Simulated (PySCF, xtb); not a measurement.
Ga(Me)3(PH3) (C₃H₁₂GaP), SMILES [CH3][Ga]([CH3])([CH3])<-[PH3] (connectivity only; charge and spin as stated), neutral, multiplicity 1. Other conformers were not sampled.

Harmonic wavenumbers (cm⁻¹) from GFN2-xTB (xtb 6.7.1) at its own minimum, in rising order: 36, 51, 68, 72, 79, 99, 111, 123, 125, 127, 139, 160, 447, 509, 516, 544, 565, 572, 626, 648, 652, 1073, 1102, 1121, 1293, 1294, 1300, 1458, 1459, 1465, 1467, 1471, 1475, 2317, 2379, 2386, 2918, 2920, 2923, 2925, 2925, 2930, 2935, 2940, 2941.

What does PySCF with ωB97X-D3(BJ)/def2-SVP give at its own minimum? (Estimate from the structure and the level; the computed values follow.)

69, 69, 79, 111, 115, 115, 148, 148, 153, 172, 316, 316, 531, 577, 577, 643, 661, 661, 739, 766, 766, 1006, 1137, 1137, 1235, 1235, 1240, 1444, 1445, 1445, 1452, 1452, 1456, 2497, 2518, 2518, 3050, 3050, 3051, 3142, 3142, 3143, 3151, 3151, 3151. Paired by order, the mean absolute difference is 88 cm⁻¹ and the zero-point energies are 79.6 and 84.3 kcal/mol.
